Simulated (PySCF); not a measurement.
**Ionisation energy of Ta²⁺ by level of theory**

Ta²⁺ [Xe] 4f14 5d3 (4F) → Ta³⁺ [Xe] 4f14 5d2 (3F), as a difference of total energies. Computed with PySCF 2.14 in aug-cc-pVDZ-PP with ECP60MDF (5s5p4d2f, 54 functions), with scalar relativity through the core potential. Correlated levels: valence: 5s2 5p6 frozen. The calculations carry no spin-orbit coupling.

```
           method  ionisation energy (eV)
              UHF                  23.155
    MP2 (valence)                  23.362
SCS-MP2 (valence)                  23.224
   CCSD (valence)                  23.422
CCSD(T) (valence)                  23.423
```

Problem. How much does correlation contribute at CCSD(T) (valence)?

Solution. 23.423 − (23.155) = 0.268 eV, measured against UHF.

The reference lies between the lowest fine-structure levels, while these numbers refer to the centres of the terms.

Errors of the correlated levels include the incompleteness of this basis and the frozen core.

For comparison: 23.1 ± 1.6 eV (theoretical estimate listed by NIST; NIST Atomic Spectra Database, ionization energies).
